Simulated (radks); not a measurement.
Values are calculated unless marked as measured or tabulated.
V, configuration [Ar] 3d3 4s1 4f1 (not the ground configuration).

Level of theory: Dirac Kohn-Sham, LDA (Slater exchange, Perdew-Wang correlation), spin-unpolarised, spherical densities, finite nucleus; open shells fill j = l - 1/2 first; Fermi nuclear charge, rms radius 3.6002 fm (a radial shooting solver on a logarithmic mesh with Libxc functionals).

Energy parts (hartree):
part                       energy
total                  -946.81737
kinetic                 956.48695
electron-nucleus      -2252.47772
Hartree                 392.17448
exchange-correlation    -43.00109

Orbitals (lengths in bohr, moments of r in powers of bohr; r(max) is where P^2 peaks; r(90%) holds 90 % of the orbital's charge):
| orbital | occ. | eigenvalue (hartree) | r(max) | <r> | r(90%) |
|---|---|---|---|---|---|
| 1s1/2 | 2 | -196.8342 | 0.04358 | 0.06657 | 0.119 |
| 2s1/2 | 2 | -22.29731 | 0.2562 | 0.3089 | 0.480 |
| 2p1/2 | 2 | -18.86105 | 0.2065 | 0.2726 | 0.449 |
| 2p3/2 | 4 | -18.60082 | 0.2088 | 0.2754 | 0.452 |
| 3s1/2 | 2 | -2.78316 | 0.8200 | 0.9507 | 1.43 |
| 3p1/2 | 2 | -1.85334 | 0.8398 | 1.012 | 1.56 |
| 3p3/2 | 4 | -1.82250 | 0.8466 | 1.021 | 1.58 |
| 3d3/2 | 3 | -0.41169 | 0.8856 | 1.381 | 2.41 |
| 3d5/2 | 0 | -0.40917 | 0.8881 | 1.386 | 2.42 |
| 4s1/2 | 1 | -0.34627 | 2.591 | 3.021 | 4.48 |
| 4f5/2 | 1 | -0.01607 | 16.13 | 17.29 | 24.2 |
| 4f7/2 | 0 | -0.01607 | 16.13 | 17.29 | 24.2 |

The highest occupied level is 4f5/2 at -0.437 eV. The configuration is held as typed, so some empty levels lie below it. The density falls to 0.001 e/bohr^3 at r = 4.10 bohr. Summed over all electrons, <r^2> = 354.6 bohr^2, which gives a Langevin (diamagnetic) susceptibility term of -281 x 10^-6 cm^3/mol.
